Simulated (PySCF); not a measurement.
CH₆Cl₂Si₂, SMILES [SiH3]C[SiH](Cl)Cl.

Geometry: PBE0-D3(BJ)/def2-SVP. The geometry has at least one imaginary mode, so it is a saddle point at that level. The values are those of a single conformer.

These are ωB97X/def2-TZVP in PySCF values and carry that method's errors.

Isolated molecule, no solvent.

| Property | Value |
|---|---|
| total energy | -1541.26033 hartree |
| highest occupied level | -11.21 eV |
| lowest empty level | 2.33 eV |
| orbital gap | 13.54 eV |
| dipole moment | 2.15 D |
| quadrupole, principal values (traceless, Buckingham form, about the centre of nuclear charge) | -2.12, -1.55, 3.67 D·Å |
| mean static polarisability | 83.6 bohr³ (12.39 Å³) |
| polarisability, principal values | 76.8, 84.8, 89.3 bohr³ |
